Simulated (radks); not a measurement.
Task: These are the eigenvalues of the occupied orbitals of an atom or ion with whole-number occupations (hartree). Calculated with a radial shooting solver on a logarithmic mesh with Libxc functionals: scalar-relativistic Kohn-Sham, BLYP, spin-polarised, spherical densities, finite nucleus; Fermi nuclear charge, rms radius of each element as measured or else 0.836 A^(1/3) + 0.57 fm.

orbital  eigenvalue
1s down   -2881.607
1s up     -2881.607
2s up     -506.5118
2s down   -506.5094
2p up     -439.1661
2p down   -439.1642
3s up     -119.1994
3s down   -119.1986
3p up     -99.57795
3p down   -99.57698
3d up     -78.25653
3d down   -78.25485
4s up     -25.83946
4s down   -25.83713
4p up     -19.40196
4p down   -19.39979
4d up     -11.57335
4d down   -11.57084
5s up      -4.05006
5s down    -4.03388
4f up      -2.87561
4f down    -2.87189
5p up      -2.37043
5p down    -2.35042
5d up      -0.53290
5d down    -0.51182

Which element is it, and in what charge state? The configuration may be excited. Open shells, if any, are filled with parallel spins first.

Result: Z = 78, platinum, charge +1: Pt+ in [Xe] 4f14 5d9. The list shows which subshells hold electrons but not how many an open one holds; the 1s level, -2881.6 hartree, gives Z - s = 75.9 by -(Z - s)^2/2, which with screening and relativity narrows Z to a few neighbours, and the depths of the outer levels then fix element, charge and occupations together.
